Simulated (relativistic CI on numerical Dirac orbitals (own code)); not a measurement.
# Sensitivity of the levels of W⁵⁸⁺ to α and to the nuclear radius

Calculated at this level of theory: Dirac-Coulomb-Breit CI, separate exchange-only KLI orbitals for each configuration, derivatives by finite differences, unscaled Slater integrals, QED left out (own radial code, finite nucleus).

Configurations in the expansion (outside the closed core [Ne]): 3s2 3p4, 3s2 3p3 3d, 3s 3p5, 3p6, 3s 3p4 3d, 3s 3p3 3d2. Double excitations out of closed p, d and f shells are left out; levels of such configurations are missing from the list, as are those of other unlisted configurations, and high levels can miss mixing partners.

With x = (α/α₀)² − 1 an excitation energy changes as ω = ω₀ + qx; K = 2q/ω₀ is the relative enhancement. Terms are leading LS components, so labels can repeat. The field-shift factor is F = δν/δ⟨r²⟩ for the transition from the lowest level.

Lowest level 3s2 3p4 3P_2.

```csv
Level,ω₀ (cm⁻¹),q (cm⁻¹),F (GHz/fm²)
3s2 3p4 1S_0,176773,10580,-0.253
3s2 3p3 3d 3D°_2,1885300,119300,17.9
3s2 3p3 3d 3P°_0,1954858,130200,18.8
3s2 3p3 3d 3D°_1,1956132,134700,-3.9
3s2 3p3 3d 3F°_3,1959981,124200,23.8
3s2 3p3 3d 3F°_4,2566557,773100,41.5
3s2 3p3 3d 3D°_2,2622825,818100,-36
3s2 3p3 3d 3D°_3,2782779,800200,29.7
3s2 3p4 3P_1,2801398,3.465e+06,-485
3s2 3p3 3d 3D°_1,2872180,817400,14.6
3s2 3p4 1D_2,2881553,3.459e+06,-486
3s 3p5 3P°_2,4284283,3.778e+06,-6640
3s 3p5 1P°_1,4455396,3.719e+06,-4590
```

At this charge energies of transitions that change n are usually good to better than 1 %, and those within a shell (Δn = 0) to a few per cent.

Task: Which transition from the lowest level has the largest |K|?

Result: 3s2 3p4 3P_1 at 2801398 cm⁻¹, K = 2.47.
